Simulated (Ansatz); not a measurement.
`C=N[SiH2]O[SiH3]` → `C=N` + `[SiH]O[SiH3]` at 700 K and 1 bar (silylene formation by 1,1-elimination).

Calculated with Ansatz (gas phase, PBE0-D4/def2-TZVP geometries, no zero-point term in ΔE). CBS: MP2 limit from def2 TZ/QZ plus the TZ coupled-cluster correction, frozen cores. This one scheme is used for every species. Each species was taken in one conformer, which may not be the lowest.

```
           species  CCSD(T)/CBS energy (Eh)  H − E (kJ/mol)  S (J/(mol·K))
`C=N[SiH2]O[SiH3]`               -750.37116           294.5          519.5
             `C=N`                -94.52360           135.6          268.6
    `[SiH]O[SiH3]`               -655.75389           152.2          389.3
```

H − E and S are ideal-gas, rigid-rotor, harmonic terms from PBE0-D4/def2-TZVP, for one conformer and one mirror image of each species. 1 Eh = 2625.50 kJ/mol, R = 8.31446 J/(mol·K).

Q: By hand: ΔE, ΔH, ΔS and ΔG.

A: ΔE = (-94.52360) + (-655.75389) − (-750.37116) = 0.09367 Eh = 245.9 kJ/mol. Δ(H − E) = 135.6 + 152.2 − 294.5 = -6.7, so ΔH = 239.2 kJ/mol. ΔS = 268.6 + 389.3 − 519.5 = 138.4 J/(mol·K). ΔG = 239.2 − 700 × (138.4)/1000 = 142.3 kJ/mol.

Q: By hand: the equilibrium constant, and the temperature at which ΔG would vanish if ΔH and ΔS stayed fixed.

A: log₁₀ K = −ΔG/(RT ln 10) = -10.6. ΔG = 0 at ΔH/ΔS = 1728 K.

The number of gas molecules changes by +1, which sets the sign of ΔS. A doubt of 5 kJ/mol in ΔE shifts log₁₀ K by 0.4 here. Other conformers and mirror images would add mixing entropy, several J/(mol·K) or more a flexible species. Modes under 60 cm⁻¹, often nearly free rotors, make the harmonic entropy too high. These are equilibria of isolated gas molecules and say nothing of rates. Largest T1 diagnostic: 0.014 (customary marks: 0.02 for closed shells, 0.045 for open ones).
